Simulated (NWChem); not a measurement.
# Lowest excitation of H₄Al₂F₂

SMILES: [F][AlH2].[F][AlH2]
```xyz
8

Al     0.0000     0.0000    -1.4249
Al     0.0000     0.0000     1.4249
F     -1.1815     0.0000     0.0000
H      0.0000     1.4146    -2.1119
H      0.0000    -1.4146    -2.1119
F      1.1815     0.0000     0.0000
H      0.0000     1.4146     2.1119
H      0.0000    -1.4146     2.1119
```
Charge 0, spin multiplicity 1.

Program: NWChem. Structure: optimised with B3LYP/def2-SVP, a minimum by its harmonic frequencies.

Basis set: 6-31+G*.

The correlated methods keep 12 core orbitals frozen. B3LYP has NWChem's definition, with VWN1-RPA local correlation. The Pople sets run with spherical d functions. The structure started from a generated list of species. Coupled-cluster values serve here as a point of comparison, not as the truth.

**Question.** Order these methods by the lowest vertical singlet excitation energy they give, lowest first: TD-PBE, CIS, TD-BHandHLYP, EOM-CCSD, TD-B3LYP.

**Answer.** TD-PBE (5.80 eV), TD-B3LYP (6.45 eV), EOM-CCSD (6.98 eV), TD-BHandHLYP (7.10 eV), CIS (7.94 eV)
